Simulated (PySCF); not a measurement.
Electronic absorption of C5H13NSi

Species: C5H13NSi.
SMILES with atom numbers: `[H]/[N:7]=[CH:6]/[C:3]([SiH2:2][CH3:1])([CH3:4])[CH3:5]` (hydrogens: H8, H9, H10 on C1; H11, H12 on Si2; H13, H14, H15 on C4; H16, H17, H18 on C5; H19 on C6; H20 on N7)

Method: TDDFT PBE0/def2-SVPD, vertical, gas phase, core orbitals frozen in the response (PySCF 2.14.0, density-fitted response routines). Isolated species at its GFN2-xTB geometry (one conformer only). Torsions of this conformer, `[H]/[N:7]=[CH:6]/[C:3]([SiH2:2][CH3:1])([CH3:4])[CH3:5]`: C1–Si2–C3–C4 -54°, Si2–C3–C6–N7 4°.

```
state  E (eV)  λ (nm)  ν̃ (cm⁻¹)       f  main configurations (H = HOMO, L = LUMO)
   S1    5.29   234.6      42630  0.0014                                 H→L (95%)
   S2    6.23   199.1      50230  0.0012                               H-1→L (96%)
   S3    7.03   176.4      56690   0.012                  H→L+1 (84%), H→L+3 (12%)
   S4    7.29   170.0      58820  0.0007                               H-2→L (98%)
   S5    7.50   165.4      60480  0.0038                  H-3→L (85%), H-4→L (12%)
   S6    7.52   164.8      60690   0.024                               H→L+2 (92%)
   S7    7.59   163.4      61200   0.050                H-1→L+1 (59%), H→L+3 (29%)
   S8    7.72   160.7      62240   0.053   H→L+3 (48%), H-1→L+1 (31%), H-4→L (11%)
```

Triplets (Tamm–Dancoff): T1 4.49 eV, H→L (90%); T2 5.27 eV, H-4→L (60%), H-3→L (20%), H-5→L (11%); T3 6.11 eV, H-1→L (91%).

The lowest singlet lies at 5.29 eV (235 nm, ultraviolet) and is very weak; its leading configuration is HOMO→LUMO (95%). The strongest level in the table is S8 at 7.72 eV (161 nm, f = 0.053). It is the last of those listed, so stronger ones may follow. Löwdin shares by element: HOMO nitrogen 46%, carbon 23% or more, hydrogen 7% or more (atoms not listed hold the other 25%); LUMO carbon 37% or more, nitrogen 35%, hydrogen 6% or more (atoms not listed hold the other 21%). The oscillator strengths of these states sum to 0.146; summed over the whole spectrum of an exact calculation they would give the number of electrons, 64 (Thomas–Reiche–Kuhn). The listed states span 2.43 eV, and the widest gap between neighbours is 0.94 eV (S1 to S2). Of the 8 states listed, 4 reach f = 0.01 and none stays under 0.0005. The window holds the lowest 8 singlets.

The run took 1.8 min wall on one thread, Arm Neoverse N1 (aarch64) (shared host), and the process peaked at 0.99 GiB of memory.
